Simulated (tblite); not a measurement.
C7H9O3P.
Cartesian coordinates in Å at the GFN2-xTB level; atoms count from 1:
```
atom  x, y, z in Å
C1    -2.412   -0.366   -1.352
C2    -1.644   -0.214   -0.286
C3    -1.666   -1.065    0.937
P4    -0.435    1.147   -0.317
O5    -0.534    2.090   -1.435
O6    -0.676    1.873    1.110
C7     1.186    0.377   -0.148
C8     1.799   -0.238    0.977
C9     3.009   -0.677    0.542
O10    3.183   -0.385   -0.759
C11    2.082    0.249   -1.171
H12   -3.155   -1.144   -1.425
H13   -2.311    0.303   -2.190
H14   -2.507   -1.755    0.917
H15   -0.741   -1.637    1.009
H16   -1.737   -0.433    1.821
H17   -0.668    2.819    0.954
H18    1.390   -0.315    1.963
H19    3.806   -1.192    1.041
H20    2.028    0.574   -2.191
```

Method: GFN2-xTB as coded in tblite; computed harmonic values from a numerical Hessian at the method's own geometry, unscaled. This tight-binding method is rough: wavenumbers can miss measured ones by several per cent, in bad cases by 10 to 20. One conformer, not necessarily the lowest.

Harmonic wavenumbers (cm⁻¹): 39.0, 41.6, 74.4, 113.4, 139.5, 150.0, 191.8, 195.3, 290.2, 301.0, 312.9, 374.1, 402.8, 437.7, 525.7, 603.7, 611.4, 675.6, 704.4, 771.4, 786.7, 796.4, 842.0, 855.5, 881.1, 913.5, 939.3, 950.6, 1007.2, 1030.3, 1040.5, 1069.1, 1143.7, 1199.2, 1208.0, 1222.9, 1270.9, 1361.4, 1382.6, 1399.9, 1463.1, 1464.3, 1474.3, 1551.8, 1703.6, 3000.4, 3023.1, 3032.6, 3085.9, 3124.8, 3166.6, 3180.9, 3190.6, 3580.9.

A = 1581, B = 711.5, C = 656.5 MHz; mass 172.029 u (most abundant isotopes); point group C1, symmetry number 1.

Task: Zero-point energy?

Result: Half the sum of the wavenumbers: 32150 cm⁻¹ = 384.60 kJ/mol.

Task: What is S at 350 K and 1 bar for an ideal gas of classical rigid rotors and harmonic oscillators?

Result: Translation 176.39, rotation 129.42, vibration 190.26: S = 496.1 J/(mol K).

Task: And Cp and H(350 K) − H(0)?

Result: Cp = 215.83 J/(mol K), of which vibrations give 182.57 (their classical limit is 54 R = 449.0); H(350 K) − H(0) = 45.19 kJ/mol without the zero-point energy, 33.55 from vibrations.

Task: Which modes carry the vibrational entropy at 350 K?

Result: 39.0 cm⁻¹: 23.54; 41.6 cm⁻¹: 23.01; 74.4 cm⁻¹: 18.20; 113.4 cm⁻¹: 14.74; 139.5 cm⁻¹: 13.05; 150.0 cm⁻¹: 12.47 J/(mol K); the other 48 give 85.26 together.

Task: Blend soft modes into free rotors: weight 1/[1 + (100 cm⁻¹/ν̃)⁴] for the oscillator and the rest for a rotor with moment μB/(μ + B), μ = h/(8π²ν), B = 10⁻⁴⁴ kg m². What vibrational entropy results?

Result: 171.87 J/(mol K) in place of 190.26, which changes −T·S at 350 K by +6.44 kJ/mol.

Task: How do the functions run with temperature in this model?

Result: 
| T (K) | S (J/(mol K)) | Cp (J/(mol K)) | H − H(0) (kJ/mol) | G − H(0) (kJ/mol) | ln q(vib) |
| --- | --- | --- | --- | --- | --- |
| 150 | 359.8 | 118.8 | 11.67 | -42.31 | 4.53 |
| 250 | 431.9 | 167.7 | 25.98 | -81.99 | 8.01 |
| 298.15 | 463.4 | 191.5 | 34.63 | -103.55 | 9.63 |
| 400 | 526.3 | 237.5 | 56.54 | -153.99 | 12.99 |
| 600 | 636.2 | 303.9 | 111.18 | -270.54 | 19.29 |
| 900 | 771.7 | 363.0 | 212.05 | -482.50 | 27.92 |

q(vib) and H(0) count from the zero-point level.

Task: What must be added to the electronic energy to get the Gibbs energy at 350 K and 1 bar?

Result: ZPE + [H(350 K) − H(0)] − T·S = 384.60 + 45.19 − 173.62 = 256.17 kJ/mol.

Hindered rotation and anharmonicity are outside this model. Other conformers, if any are populated, would add a mixing term that is left out. The structure is chiral; the term R ln 2 for an equal mix with its mirror image is left out.
